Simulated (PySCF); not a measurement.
# Relaxation of singlet LaF3

Method: PBE0/[La lcecp-1-TZVP with ECP46, F def2-TZVP], scalar-relativistic core potentials, density fitting, no spin–orbit coupling, PySCF. A (50,194) grid was used.

A start displaced from a saddle point along its imaginary mode, of Cs symmetry, held to at least that symmetry:

Coordinates in bohr (charge 0 multiplicity 1):
```
La    0.0000    0.1920    0.0057
F     0.0000   -0.4724    4.0399
F     3.4741   -0.4656   -2.0409
F    -3.4741   -0.4656   -2.0409
```

At each step, columns x, y, z (Å) and Fx, Fy, Fz (eV/Å):

```
step 0  E − E(last) = 3.79 kJ/mol
La   0.000   0.102   0.003   0.000  -0.275  -0.046
F    0.000  -0.250   2.138   0.000   0.099  -0.593
F    1.838  -0.246  -1.080  -0.538   0.088   0.320
F   -1.838  -0.246  -1.080   0.538   0.088   0.320
step 1  E − E(last) = 0.93 kJ/mol
La   0.000   0.107   0.002   0.000  -0.037   0.007
F    0.000  -0.252   2.113   0.000   0.025  -0.192
F    1.816  -0.248  -1.067  -0.148   0.006   0.093
F   -1.816  -0.248  -1.067   0.148   0.006   0.093
step 2  E − E(last) = 0.44 kJ/mol
La   0.000   0.136   0.002   0.000   0.058  -0.002
F    0.000  -0.262   2.094   0.000  -0.012  -0.010
F    1.802  -0.258  -1.058   0.008  -0.023   0.006
F   -1.802  -0.258  -1.058  -0.008  -0.023   0.006
step 3  E − E(last) = 0.14 kJ/mol
La   0.000   0.182   0.001   0.000   0.045  -0.014
F    0.000  -0.277   2.078   0.000  -0.021   0.011
F    1.791  -0.273  -1.049   0.019  -0.012   0.001
F   -1.791  -0.273  -1.049  -0.019  -0.012   0.001
step 4  E − E(last) = 0.06 kJ/mol
La   0.000   0.251  -0.002   0.000  -0.081   0.007
F    0.000  -0.301   2.053   0.000   0.006  -0.064
F    1.777  -0.296  -1.035  -0.039   0.038   0.028
F   -1.777  -0.296  -1.035   0.039   0.038   0.028
step 5  E − E(last) = 0.02 kJ/mol
La   0.000   0.215  -0.001   0.000   0.012  -0.006
F    0.000  -0.289   2.064   0.000  -0.019   0.001
F    1.785  -0.284  -1.041   0.009   0.003   0.003
F   -1.785  -0.284  -1.041  -0.009   0.003   0.003
step 6  E − E(last) = 0.00 kJ/mol
La   0.000   0.222  -0.002   0.000   0.002  -0.003
F    0.000  -0.291   2.060   0.000  -0.017  -0.003
F    1.784  -0.286  -1.039   0.005   0.007   0.003
F   -1.784  -0.286  -1.039  -0.005   0.007   0.003
step 7  E − E(last) = 0.00 kJ/mol
La   0.000   0.225  -0.003   0.000  -0.002   0.000
F    0.000  -0.292   2.058   0.000  -0.016  -0.003
F    1.784  -0.287  -1.037   0.002   0.009   0.001
F   -1.784  -0.287  -1.037  -0.002   0.009   0.001
```

It ends at C3v with La–F 2.125 Å (×3); F–La–F 115.0° (×3) (after a last refinement on a finer grid). A frequency run shows a minimum. Other isomers or separated fragments may lie lower.
